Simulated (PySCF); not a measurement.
Te(OH)(SMe) (CH₄OSTe), SMILES CS[Te]O.

The structure is a stationary point at PBE0-D3(BJ)/def2-SVP. The def2 effective core potentials stand for the cores of Te; spin–orbit coupling is left out. The values are those of a single conformer.

All values below come from PySCF with PBE/def2-TZVP.

### Question
Estimate the frontier levels, gap, dipole moment and polarisability. (Estimate from the structure and the level; the computed values follow.)

### Answer

| Item | Value |
|---|---|
| highest occupied level | -5.30 eV |
| lowest empty level | -2.40 eV |
| orbital gap | 2.90 eV |
| dipole moment | 2.85 D |
| quadrupole, principal values (traceless, Buckingham form, about the centre of nuclear charge) | -6.33, 0.11, 6.21 D·Å |
| mean static polarisability | 76.3 bohr³ (11.31 Å³) |
| polarisability, principal values | 59.4, 65.4, 104.3 bohr³ |
